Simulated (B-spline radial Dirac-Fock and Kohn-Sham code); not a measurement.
Binding energies of Pb⁵¹⁺ at several levels of theory

System: lead as Pb⁵¹⁺, configuration [Ar] 3d10 4s2 4p1.

The density-functional columns are spherical, spin-unpolarised Dirac-Kohn-Sham results without Breit or QED terms: −ε is minus the orbital energy of the initial state and ΔSCF the difference of two total energies. The reference in the last column comes from Dirac-Fock energy differences between relaxed states, corrected for Breit and QED terms. All numbers are from a B-spline atomic structure program, in eV; a selection of levels is shown. The Kohn-Sham columns are given as differences from the reference. For the 1s level of heavy atoms much of the gap between ΔSCF and the reference is the Breit and QED part, -494.2 eV here; for other levels the error of the functional can be larger.

| level | LDA −ε − DF | LDA ΔSCF − DF | Dirac-Fock |
| --- | --- | --- | --- |
| K (1s) | -197.7 | +484.2 | 90856.9 |
| L1 (2s) | -205.9 | -48.7 | 18672.8 |
| L2 (2p1/2) | -146.3 | +47.5 | 18014.7 |
| L3 (2p3/2) | -168.7 | -2.7 | 15841.0 |
| M1 (3s) | -119.4 | -53.3 | 6515.0 |
| M2 (3p1/2) | -94.8 | -25.0 | 6225.8 |
| M3 (3p3/2) | -93.7 | -29.4 | 5713.5 |
| M4 (3d3/2) | -69.5 | +4.3 | 5262.8 |
| M5 (3d5/2) | -71.7 | +0.2 | 5154.4 |
| N1 (4s) | -19.8 | +13.8 | 3148.2 |
| N2,3 (4p) | -26.2 | +6.6 | 2922.8 |

Values without a named source are computed, but for edge energies of neutral atoms, which are taken from tables.
